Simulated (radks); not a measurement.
Results of a calculation; reference values are marked as such.
Problem. Level of theory: Dirac Kohn-Sham, PBEsol, spin-unpolarised, spherical densities, finite nucleus; open shells fill j = l - 1/2 first; Fermi nuclear charge, rms radius of each element as measured or else 0.836 A^(1/3) + 0.57 fm (a radial shooting solver on a logarithmic mesh with Libxc functionals). Each species is in its NIST ground configuration. Rank Te+, Tc+, Rb+, In+, Pd+, Sb+, Mo+, Zr+, Ag+, Cd+, Ru+, I+, Sr+, Xe+, Rh+, Nb+, Sn+ by Delta-SCF ionisation energy (eV), largest first.

Solution. Rb+ 27.281, Ag+ 21.868, Xe+ 21.246, Pd+ 20.588, I+ 19.379, Rh+ 19.296, In+ 19.278, Ru+ 17.986, Te+ 17.488, Cd+ 17.097, Sb+ 16.434, Mo+ 15.283, Tc+ 14.814, Sn+ 14.378, Nb+ 14.068, Zr+ 12.891, Sr+ 10.894.
